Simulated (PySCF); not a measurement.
Species: C₃H₁₁FGaN.
SMILES: `C[CH](C)[Ga@@H-]([NH3+])[F]`

Torsions of this conformer, `[CH3:1][CH:2]([CH3:3])[Ga@@H-:4]([NH3+:5])[F:6]`: C1–C2–Ga4–N5 -59°.

The closed-shell ground state was solved at several levels (PySCF, density fitting, gas phase). The structure is a single PBE0-D3(BJ)/def2-SVP conformer in the gas phase; no vibrational or solvent corrections. Relativistic effects, spin–orbit coupling among them, are left out although an element past zinc is present.

| level | basis functions | HOMO (eV) | LUMO (eV) | gap (eV) | dipole (D) |
| --- | --- | --- | --- | --- | --- |
| mPW1PW91/pcSseg-1 | 181 | -6.90 | 0.10 | 7.00 | 4.81 |
| B3LYP/pcJ-1 (pcSseg-1 on Ga) | 286 | -6.65 | -0.21 | 6.44 | 4.76 |
| PBE0/pcSseg-1 | 181 | -6.86 | 0.11 | 6.97 | 4.80 |

(1) What might wB97X-D/def2-SVPD (229 basis functions) give for the same quantities?

(2) Over all these levels, which gives the widest orbital gap and which the narrowest?

(3) How far do the dipole and the HOMO energy spread over the levels?

## Answers

(1) HOMO -8.71 eV, LUMO 1.30 eV, gap 10.01 eV, dipole 4.76 D.

(2) wB97X-D/def2-SVPD (range-separated hybrid) has the widest, 10.01 eV, and B3LYP/pcJ-1 (pcSseg-1 on Ga) (global hybrid, 20 % exact exchange) the narrowest, 6.44 eV. Functional and basis both differ between the two, so the spread mixes both effects.

(3) The dipole runs from 4.76 to 4.81 D (mean 4.78 D) and the HOMO from -8.71 to -6.65 eV.
